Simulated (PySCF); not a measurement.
C5H12OSSi.
SMILES with atom numbers: `[CH3:1][CH2:2][C@@H:3]1[CH2:4][S:5][C@@H:6]1[O:7][SiH3:8]` (hydrogens: H9, H10, H11 on C1; H12, H13 on C2; H14 on C3; H15, H16 on C4; H17 on C6; H18, H19, H20 on Si8)

Structure used (GFN2-xTB), in Å, numbered top down from 1:
```xyz
20
C5H12OSSi angstrom
C     -2.6372    0.8202   -0.3822
C     -1.1157    0.8334   -0.4607
C     -0.5521   -0.5724   -0.6161
C     -0.7162   -1.4956    0.5944
S      0.9957   -2.1250    0.4471
C      0.9873   -0.6593   -0.6749
O      1.6198    0.4348   -0.1660
Si     3.1711    0.6411    0.2875
H     -3.0633    0.3883   -1.2852
H     -3.0186    1.8322   -0.2725
H     -2.9716    0.2322    0.4694
H     -0.7914    1.4351   -1.3127
H     -0.6996    1.2862    0.4410
H     -0.9719   -1.0424   -1.5099
H     -1.4618   -2.2811    0.5033
H     -0.8356   -0.9629    1.5363
H      1.4013   -0.9250   -1.6546
H      3.5327   -0.2836    1.3593
H      4.0632    0.4247   -0.8546
H      3.0589    2.0297    0.7032
```

Hirshfeld charges (e) from the PBE0/pcSseg-1 density (PySCF), one withheld:

```csv
atom,bonded to,charge
C1,C2 H9 H10 H11,-0.1164
C2,C1 C3 H12 H13,-0.0711
C3,C2 C4 C6 H14,-0.0292
C4,C3 S5 H15 H16,-0.0742
S5,C4 C6,-0.0364
C6,S5 O7 C3 H17,+0.0473
O7,C6 Si8,-0.2050
Si8,O7 H18 H19 H20,?
H9,C1,+0.0383
H10,C1,+0.0431
H11,C1,+0.0383
H12,C2,+0.0383
H13,C2,+0.0342
H14,C3,+0.0430
H15,C4,+0.0410
H16,C4,+0.0393
H17,C6,+0.0311
H18,Si8,-0.0810
H19,Si8,-0.0827
H20,Si8,-0.0751
```

Task: What is the charge on Si8?

Result: The charges add up to the total charge, 0. The others sum to -0.3772, which leaves +0.3772 e for Si8 (oxygen-bound silicon).

Task: Add each hydrogen's charge to the atom that carries it.

Result: C1 +0.0033, C2 +0.0014, C3 +0.0138, C4 +0.0061, C6 +0.0784, Si8 +0.1384. Atoms without hydrogen keep their charges.

Task: Across which bond do the charges differ most?

Result: Si8–O7: +0.3772 on Si8 against -0.2050 on O7, a difference of 0.5822 e. The lower charge is on the more electronegative element of the two (Pauling values: O 3.44, Si 1.90).

Task: Take the bonds between elements whose Pauling electronegativities differ by more than 0.25. In how many does the more electronegative atom carry the lower charge?

Result: In 13 of 14; it doesn't in C6–H17.

Task: How much positive and how much negative charge does this set hold in all?

Result: +0.7711 e on 11 atoms and -0.7711 e on 9.

The Hirshfeld scheme divides the density at each point in proportion to the densities of the neutral, spherically averaged free atoms. One conformer (not necessarily the lowest) at the GFN2-xTB geometry, without solvent, vibrations or thermal averaging.

The run behind these numbers computed NMR shieldings as well. Time: 46 s of wall time; peak memory 1.0 GiB. Hardware: one thread of an Arm Neoverse V1, shared host.
